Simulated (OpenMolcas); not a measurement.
**Tb2+: moving or changing the point charges**

Tb2+ among 8 point charges of -2 e arranged as a square antiprism (D4d), 2.51 Å from the ion, with a polar angle of 54.4° against the regular 57.3°.
```
   1.8864    0.7814    1.4599  -2.00
  -0.7814    1.8864    1.4599  -2.00
  -1.8864   -0.7814    1.4599  -2.00
   0.7814   -1.8864    1.4599  -2.00
   1.8864   -0.7814   -1.4599  -2.00
   0.7814    1.8864   -1.4599  -2.00
  -1.8864    0.7814   -1.4599  -2.00
  -0.7814   -1.8864   -1.4599  -2.00
```

| Item | Value |
| --- | --- |
| Program | OpenMolcas |
| Method | CASSCF |
| Basis | ANO-RCC-VDZP [7s6p4d2f1g] |
| Scalar Hamiltonian | DKH2, point nucleus |
| Active space | 9 electrons in 7 orbitals (4f) |
| State averaging | 2S+1 = 6 odd, 21 roots; 2S+1 = 4 odd, 128 roots kept (CI in the orbitals of an earlier block, 108 in the spin-orbit step); 2S+1 = 2 odd, 126 roots kept (CI in the orbitals of an earlier block, 41 in the spin-orbit step) |
| Spin-orbit coupling | state interaction with AMFI integrals over the reference wave functions |

Runs around this geometry, states. Energies in cm-1 above the lowest state or level, χT in cm3 K/mol.

```json
{"R (Å)": "2.51", "q (e)": "-1", "Ground state": "2S+1 = 6", "First state of that spin": "37.1", "First gap with spin-orbit (degeneracies)": "22.5 (2, 2)", "Width of lowest J": "164", "χT at 300 K": "14.067"}
{"R (Å)": "2.51", "q (e)": "-2", "Ground state": "2S+1 = 6", "First state of that spin": "48.9", "First gap with spin-orbit (degeneracies)": "38.4 (2, 2)", "Width of lowest J": "320", "χT at 300 K": "13.989"}
{"R (Å)": "2.62", "q (e)": "-2", "Ground state": "2S+1 = 6", "First state of that spin": "46.3", "First gap with spin-orbit (degeneracies)": "33.4 (2, 2)", "Width of lowest J": "266", "χT at 300 K": "14.023"}
{"R (Å)": "2.94", "q (e)": "-2", "Ground state": "2S+1 = 6", "First state of that spin": "31.7", "First gap with spin-orbit (degeneracies)": "21.3 (2, 2)", "Width of lowest J": "159", "χT at 300 K": "14.071"}
```

Taking the width of the lowest J multiplet as R^-n, n = -ln(159 / 320) / ln(2.94 / 2.51) = 4.4 between the shortest and longest distance.

Scaling the charges by -1 / -2 = 0.50 scales the width of the lowest J multiplet by 164 / 320 = 0.51; with fixed orbitals a first-order splitting would follow the charge.

High states are left out of the spin-orbit mixing, which shifts the levels that they would mix with. This is an electrostatic model: the charges have no orbitals. An unlabelled pair can be two single states that coincide in this model. A group larger than the point group allows holds several states that coincide in this model. No measured value stands beside these numbers.

A state without a sure symmetry label is named by its multiplicity alone.
